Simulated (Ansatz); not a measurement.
Input for Ansatz (a quantum-chemistry and plane-wave program): R-B3LYP-D3(BJ)/def2-TZVP on CH6BN (SMILES BNC).

Ansatz 0.2 input:
```yaml
crystal:
  periodic: [false, false, false]
  atoms:
    - {symbol: B, position_ang: [-1.38929664, 0.15369351, -0.20888414]}
    - {symbol: N, position_ang: [-0.12085086, 0.43929465, 0.24112247]}
    - {symbol: C, position_ang: [1.08302201, -0.33130024, 0.03418409]}
    - {symbol: H, position_ang: [-2.25881008, 0.89461817, 0.05183880]}
    - {symbol: H, position_ang: [-1.56648525, -0.81864330, -0.83836269]}
    - {symbol: H, position_ang: [0.05695663, 1.27143332, 0.78606388]}
    - {symbol: H, position_ang: [1.83631718, 0.25557205, -0.50018580]}
    - {symbol: H, position_ang: [0.84639408, -1.21454567, -0.55468448]}
    - {symbol: H, position_ang: [1.51275294, -0.65012250, 0.98890786]}
basis:
  gaussian:
    orbitals: def2-TZVP
hamiltonian:
  xc: b3lyp
  dispersion: d3bj
relax: {f_tol: 0.003, max_steps: 120}
scf: {lower_state_search: off}
```

Program output:

```
WARN ansatz: RAYON_NUM_THREADS=1 ignored (pool sized by the plan → 1); use --threads N
Functional definition: B3LYP
these checks for a lower state are left out or cut short: stability, starts, cluster_reference, orbital_swaps, neighbouring_geometries, increment
integrals: 0.03 GiB planned
768 factors; their error is unknown
mean field: 0.40 GiB planned
mean field evaluation 1: about -3295.5382 eV, gradient 6.1e1 eV
mean field evaluation 2: about -3284.6693 eV, gradient 9.0e1 eV
mean field evaluation 4: about -3303.4236 eV, gradient 4.3e0 eV
mean field evaluation 8: about -3303.4664 eV, gradient 3.2e-2 eV
mean field evaluation 16: about -3303.4575 eV, gradient 1.9e-5 eV
mean field -3303.45748015 eV, -121.3998232314 hartree, gradient 3.4e-6 eV, S^2 0.000000; 0 other end points of the search recorded, 0 dependent functions left out
the calculation of the forces begins
reference -3303.45772818 eV, -121.3998323466 hartree; 12, 12 occupied and 117, 117 virtual orbitals, 768 factors
relax step   1: F+E_penalty+E_count = -3303.66369385 eV  Δ(F+E_penalty+E_count) = +0.000e0 eV  max|allowed force component| = 4.651e-1 eV/Å  Δτ_max = 0.0000 Å  (15 SCF iters, accepted)
these checks for a lower state are left out or cut short: stability, starts, cluster_reference, orbital_swaps, neighbouring_geometries, increment
integrals: 0.03 GiB planned
768 factors; their error is unknown
mean field: 0.40 GiB planned
mean field -3303.47473871 eV, -121.4004574720 hartree, gradient 1.7e-6 eV, S^2 0.000000; 0 other end points of the search recorded, 0 dependent functions left out
the calculation of the forces begins
reference -3303.47498737 eV, -121.4004666101 hartree; 12, 12 occupied and 117, 117 virtual orbitals, 768 factors
relax step   2: F+E_penalty+E_count = -3303.68039550 eV  Δ(F+E_penalty+E_count) = -1.670e-2 eV  max|allowed force component| = 1.744e-1 eV/Å  Δτ_max = 0.0195 Å  (21 SCF iters, accepted)
these checks for a lower state are left out or cut short: stability, starts, cluster_reference, orbital_swaps, neighbouring_geometries, increment
integrals: 0.03 GiB planned
768 factors; their error is unknown
mean field: 0.40 GiB planned
mean field evaluation 32: about -3303.4773 eV, gradient 1.7e-6 eV
mean field -3303.47732082 eV, -121.4005523629 hartree, gradient 1.7e-6 eV, S^2 0.000000; 0 other end points of the search recorded, 0 dependent functions left out
the calculation of the forces begins
reference -3303.47756963 eV, -121.4005615065 hartree; 12, 12 occupied and 117, 117 virtual orbitals, 768 factors
relax step   3: F+E_penalty+E_count = -3303.68282670 eV  Δ(F+E_penalty+E_count) = -2.431e-3 eV  max|allowed force component| = 3.502e-2 eV/Å  Δτ_max = 0.0095 Å  (21 SCF iters, accepted)
these checks for a lower state are left out or cut short: stability, starts, cluster_reference, orbital_swaps, neighbouring_geometries, increment
integrals: 0.03 GiB planned
768 factors; their error is unknown
mean field: 0.40 GiB planned
mean field -3303.47739763 eV, -121.4005551856 hartree, gradient 1.7e-6 eV, S^2 0.000000; 0 other end points of the search recorded, 0 dependent functions left out
the calculation of the forces begins
reference -3303.47764641 eV, -121.4005643279 hartree; 12, 12 occupied and 117, 117 virtual orbitals, 768 factors
relax step   4: F+E_penalty+E_count = -3303.68291650 eV  Δ(F+E_penalty+E_count) = -8.979e-5 eV  max|allowed force component| = 1.459e-2 eV/Å  Δτ_max = 0.0028 Å  (21 SCF iters, accepted)
these checks for a lower state are left out or cut short: stability, starts, cluster_reference, orbital_swaps, neighbouring_geometries, increment
integrals: 0.03 GiB planned
768 factors; their error is unknown
mean field: 0.40 GiB planned
mean field -3303.47742289 eV, -121.4005561139 hartree, gradient 1.7e-6 eV, S^2 0.000000; 0 other end points of the search recorded, 0 dependent functions left out
the calculation of the forces begins
reference -3303.47767167 eV, -121.4005652564 hartree; 12, 12 occupied and 117, 117 virtual orbitals, 768 factors
relax step   5: F+E_penalty+E_count = -3303.68292424 eV  Δ(F+E_penalty+E_count) = -7.742e-6 eV  max|allowed force component| = 8.700e-3 eV/Å  Δτ_max = 0.0024 Å  (21 SCF iters, accepted)
these checks for a lower state are left out or cut short: stability, starts, cluster_reference, orbital_swaps, neighbouring_geometries, increment
integrals: 0.03 GiB planned
768 factors; their error is unknown
mean field: 0.40 GiB planned
mean field -3303.47741487 eV, -121.4005558191 hartree, gradient 1.7e-6 eV, S^2 0.000000; 0 other end points of the search recorded, 0 dependent functions left out
the calculation of the forces begins
reference -3303.47766364 eV, -121.4005649610 hartree; 12, 12 occupied and 117, 117 virtual orbitals, 768 factors
relax step   6: F+E_penalty+E_count = -3303.68293109 eV  Δ(F+E_penalty+E_count) = -6.849e-6 eV  max|allowed force component| = 1.404e-3 eV/Å  Δτ_max = 0.0017 Å  (21 SCF iters, accepted)
Total energy: -3303.68317985 eV, -121.4081175427 hartree
Atom 0 at    -1.389887     0.157632    -0.206786 Å, force    -0.000230    -0.001404     0.001186 eV/Å
Atom 1 at    -0.114612     0.449002     0.248162 Å, force     0.001073     0.001010     0.000493 eV/Å
Atom 2 at     1.092520    -0.332704     0.035412 Å, force    -0.001393    -0.000195    -0.000530 eV/Å
Atom 3 at    -2.280254     0.907248     0.055561 Å, force     0.000580     0.000068    -0.000482 eV/Å
Atom 4 at    -1.563765    -0.834709    -0.847984 Å, force    -0.000366    -0.000137    -0.000985 eV/Å
Atom 5 at     0.035495     1.286800     0.790517 Å, force     0.000525     0.000461     0.000204 eV/Å
Atom 6 at     1.849805     0.242293    -0.504110 Å, force    -0.000101     0.000221     0.000336 eV/Å
Atom 7 at     0.844437    -1.213384    -0.554075 Å, force     0.000084    -0.000488    -0.000312 eV/Å
Atom 8 at     1.526261    -0.662178     0.983302 Å, force    -0.000172     0.000464     0.000089 eV/Å
Dipole moment:     0.403190     0.083996     0.138825 e Å
Checks for a lower state left out: stability, starts, cluster_reference, orbital_swaps, neighbouring_geometries, increment
```

The calculation finished and met its thresholds.

Cost: roughly 10 core-seconds.
